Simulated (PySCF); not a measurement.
## Dipole moment and polarisability of `C=N/C=C\C(F)=C(F)F`

Compound: C5H4F3N.
Cartesian coordinates in Å at the GFN2-xTB level; atoms count from 1:
```
atom  x, y, z in Å
C1     2.3630    0.5274    0.4986
N2     1.8649    0.0654   -0.5499
C3     0.9208   -0.8768   -0.7568
C4    -0.4080   -0.7779   -0.5458
C5    -1.0881    0.3124    0.0989
F6    -0.3616    1.3390    0.5947
C7    -2.4159    0.3851    0.2587
F8    -3.2580   -0.5493   -0.1788
F9    -3.0721    1.3671    0.8650
H10    2.1292    0.1691    1.5019
H11    3.0831    1.3285    0.4117
H12    1.2958   -1.7334   -1.3042
H13   -1.0575   -1.5561   -0.9119
```

Level: CAM-B3LYP/def2-SVPD (PySCF), static field, nuclei fixed, core orbitals frozen in the response. The polarisability tensor in these axes (au):

```
x   119.98   1.09  -1.99
y     1.09  60.79  10.63
z    -1.99  10.63  57.03
```

Diagonalise the tensor; give its mean and Δα, where Δα² is half the sum of the squared differences of the eigenvalues.

Principal values 48.04, 69.71 and 120.05 au; mean 79.27 au = 11.75 Å³ = 13.07 × 10⁻⁴⁰ C²·m²/J; Δα = 63.99 au (81 % of the mean).

What is the dipole moment, and where does it point?

(1.89, -1.25, 0.51) D, 2.32 D in size, pointing from the negative to the positive side. Measured along this direction, the outermost atoms are F9 at the negative end and H10 and H11 at the positive end.

Orientational against electronic polarisability at 250 K (dilute gas, rigid molecules)?

In Gaussian units μ²/3kT = 52.14 Å³ against 11.75 Å³, a ratio of 4.44; the Debye molar polarisation (4π/3)N_A(α + μ²/3kT) is 161.1 cm³/mol, leaving out the vibrational part.

Find the Langevin capture rate constant for NO+ (29.998 u) meeting this molecule (135.030 u), k = 2.342 × 10⁻⁹ cm³/s × √(α in Å³ / reduced mass in u).

The reduced mass is 24.55 u, so k = 1.62 × 10⁻⁹ cm³/s. The formula leaves out the permanent dipole, which adds to the capture rate.

Directions of the eigenvectors, and the extent of the frame along each?

Largest value along (1.00, 0.01, -0.03), where the nuclei span 6.35 Å; middle along (0.01, 0.77, 0.64), 3.73 Å; least along (0.03, -0.64, 0.77), 1.55 Å. The response follows the extents in order.

Sum over states: ᾱ = Σ f/ω², ω in Eh. What share falls to these 8 lowest TDDFT singlets (eV, f)? 4.01, 0.0624; 5.22, 0.4848; 5.65, 0.1075; 6.04, 0.0402; 6.51, 0.0208; 6.78, 0.0183; 6.92, 0.0226; 7.04, 0.0419.

They add up to 21.01 au, 26.5 % of the 79.27 au; the largest single term is 13.18 au, from the state at 5.22 eV. Terms in order: 2.88, 13.18, 2.50, 0.82, 0.36, 0.30, 0.35, 0.62 au. Higher excitations give the rest. The strengths listed sum to 0.799.

What would n − 1 = 2πNα be for an ideal gas of these molecules at 298.15 K and 1 atm, electronic part alone?

N = p/kT = 2.4615 × 10¹⁹ cm⁻³, so n − 1 = 2π × N × 11.75 × 10⁻²⁴ cm³ = 1817 × 10⁻⁶ at long wavelengths, for an ideal gas.

Geometry: GFN2-xTB, one conformer, isolated molecule.

The run behind these numbers computed excited states as well. Hardware: Intel Xeon Platinum 8375C at 2.90 GHz, one thread, shared host with 32 logical CPUs at a one-minute load of 4.6. Cost: 53 s of wall time (grids of density and orbitals included), 0.99 GiB resident at most.
